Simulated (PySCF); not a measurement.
## Relaxation of singlet Cd₂Te

These are results of PBE0/[Te def2-SVP with ECP28, Cd def2-SVP with ECP28], scalar-relativistic core potentials, density fitting, no spin–orbit coupling, PySCF, not measurements. A (50,194) grid was used.

A hand-made bent start, of C2v symmetry, held to at least that symmetry:

```xyz
3
charge 0 multiplicity 1, angstrom
Te    0.0000    0.0000   -0.9935
Cd    2.2281    0.0000    0.5666
Cd   -2.2281    0.0000    0.5666
```

(1) What does it relax to?

(2) How much energy is released, and in how many steps?

## Answers

(1) It ends at D∞h with Te–Cd 2.723 Å (×2); Cd–Te–Cd 180.0° (after a last refinement on a finer grid). A frequency run shows a minimum.

(2) 32.7 kJ/mol in 11 steps.

At this level a triplet minimum of C2v symmetry lies 10 kJ/mol below this structure.
